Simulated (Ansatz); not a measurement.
Consider the cleavage of the B–Si bond: `[SiH3]B1C[SiH2]1` + CH₃OH → `COB1C[SiH2]1` + SiH₄.

Calculated with Ansatz (gas phase, PBE0-D4/def2-TZVP geometries, no zero-point term in ΔE). CBS: MP2 limit from def2 TZ/QZ plus the TZ coupled-cluster correction, frozen cores. This one scheme is used for every species. One conformer a species, not always the lowest.

`[SiH3]B1C[SiH2]1`:

Z-matrix (Å, degrees):
```
Si
B 1 1.987
H 1 1.490 2 110.4
H 1 1.491 2 113.8 3 121.8
H 1 1.490 2 108.9 3 -117.8
C 2 1.486 1 135.0 3 -104.1
Si 2 1.905 1 136.3 3 11.3
H 6 1.095 2 124.8 1 -157.9
H 6 1.089 2 122.9 1 5.6
H 7 1.480 2 126.7 1 156.0
H 7 1.486 2 122.3 1 -29.2
```

CH₃OH:

```xyz
6

C    -0.030    0.307    0.178
O    -0.456   -0.794   -0.591
H    -0.903    0.941    0.340
H     0.733    0.905   -0.335
H     0.359    0.007    1.158
H     0.297   -1.366   -0.749
```

`COB1C[SiH2]1`:

Z-matrix (Å, degrees):
```
C
O 1 1.419
H 1 1.091 2 108.6
H 1 1.093 2 110.7 3 -120.8
H 1 1.091 2 108.5 3 118.4
B 2 1.328 1 122.2 3 119.9
Si 6 1.957 2 156.2 1 -12.0
C 6 1.547 2 138.0 1 -176.0
H 7 1.484 6 124.6 2 98.6
H 7 1.485 6 122.4 2 -69.6
H 8 1.092 6 116.2 2 -81.7
H 8 1.090 6 120.4 2 57.2
```

SiH₄:

Cartesian coordinates in Å:
```
Si 0.000 0.000 0.000
H -0.724 -0.491 1.199
H 0.342 -1.148 -0.877
H 1.246 0.689 0.422
H -0.864 0.951 -0.744
```

```tsv
species	CCSD/def2-TZVPP energy (Eh)
`[SiH3]B1C[SiH2]1`	-645.02743
CH₃OH	-115.54074
`COB1C[SiH2]1`	-469.18772
SiH₄	-291.43180
```

Question: Work out ΔE.

Answer: ΔE = (-469.18772) + (-291.43180) − (-645.02743) − (-115.54074) = -0.05135 Eh = -32.2 kcal/mol. CCSD(T)/CBS gives -30.4 kcal/mol.

Largest T1 diagnostic among the species: 0.014.

In def2-TZVPP, CCSD(T) changes the Hartree–Fock value by +6.4 kcal/mol (the triples alone add +1.0 kcal/mol) and MP2 by +6.3 kcal/mol. From PBE to PBE0 (25 % exact exchange), in def2-TZVPP and without D4, ΔE moves by −1.0 kcal/mol.
